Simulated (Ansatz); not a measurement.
Ansatz (a quantum-chemistry and plane-wave program) input (CCSD(T)/aug-cc-pV(D+d)Z):
A basis named .json is the Basis Set Exchange file of that set.

Ansatz 0.2 input:
```yaml
crystal:
  periodic: [false, false, false]
  atoms:
    - {symbol: B, position_ang: [0.06491544, -0.21498043, 0.25707852]}
    - {symbol: F, position_ang: [1.22275782, -0.93661742, 0.43030786]}
    - {symbol: F, position_ang: [-0.78669751, -0.50748319, 1.29658072]}
    - {symbol: S, position_ang: [-0.26557000, 0.87948797, -1.05171187]}
basis:
  gaussian:
    orbitals: aug-cc-pV_D+d_Z.json
total_charge: -1
magnetization: {spin_polarized: false}
correlation: {method: ccsd_t, electrons: outside_noble_gas}
output: {forces: true}
```

Output:

```
Functional definition: HF
integrals: 0.13 GiB planned
959 factors; integrals over basis functions are off by at most 3.7e-4 eV
mean field: 0.32 GiB planned
mean field evaluation 1: about -16905.0747 eV, gradient 2.5e1 eV
mean field evaluation 2: about -16905.1858 eV, gradient 2.5e1 eV
mean field evaluation 4: about -16907.0533 eV, gradient 1.9e0 eV
mean field evaluation 8: about -16907.0772 eV, gradient 1.3e-1 eV
mean field evaluation 16: about -16906.5486 eV, gradient 1.2e1 eV
mean field -16907.07739235 eV, -621.3236341404 hartree, gradient 2.1e-6 eV, S^2 0.000000; 0 other end points of the search recorded, 0 dependent functions left out
8 core orbitals not correlated
reference -16907.07739235 eV, -621.3236341404 hartree; 12, 12 occupied and 81, 81 virtual orbitals, 959 factors
densities: 0.56 GiB planned
second order -17.33625588 eV of doubles, -0.00000000 eV of singles
coupled cluster: 0.41 GiB planned
cycle   1  -17.30665159 eV  change    3.0e-2 eV  update   1.0e-1
cycle   2  -17.67953928 eV  change   -3.7e-1 eV  update   2.9e-2
cycle   3  -17.76931553 eV  change   -9.0e-2 eV  update   1.5e-2
cycle   4  -17.76262793 eV  change    6.7e-3 eV  update   3.6e-3
cycle   5  -17.75858256 eV  change    4.0e-3 eV  update   1.5e-3
cycle   6  -17.75905566 eV  change   -4.7e-4 eV  update   5.4e-4
cycle   7  -17.75908435 eV  change   -2.9e-5 eV  update   2.0e-4
cycle   8  -17.75902361 eV  change    6.1e-5 eV  update   8.0e-5
cycle   9  -17.75905122 eV  change   -2.8e-5 eV  update   3.3e-5
cycle  10  -17.75906764 eV  change   -1.6e-5 eV  update   1.0e-5
cycle  11  -17.75906237 eV  change    5.3e-6 eV  update   3.6e-6
perturbative correction -0.54381963 eV, -0.0199850027 hartree
the calculation of the forces begins
Total energy: -16925.38027436 eV, -621.9962526478 hartree
Atom 0 at     0.064915    -0.214980     0.257079 Å, force    -0.125308     0.414983    -0.496247 eV/Å
Atom 1 at     1.222758    -0.936617     0.430308 Å, force     0.864292    -0.540309     0.131621 eV/Å
Atom 2 at    -0.786698    -0.507483     1.296581 Å, force    -0.634649    -0.220199     0.777812 eV/Å
Atom 3 at    -0.265570     0.879488    -1.051712 Å, force    -0.104335     0.345525    -0.413187 eV/Å
Dipole moment:     0.111210    -0.368294     0.440415 e Å
```

It need not be the lowest isomer of its formula. Whether it binds its extra electron was not tested at this geometry.
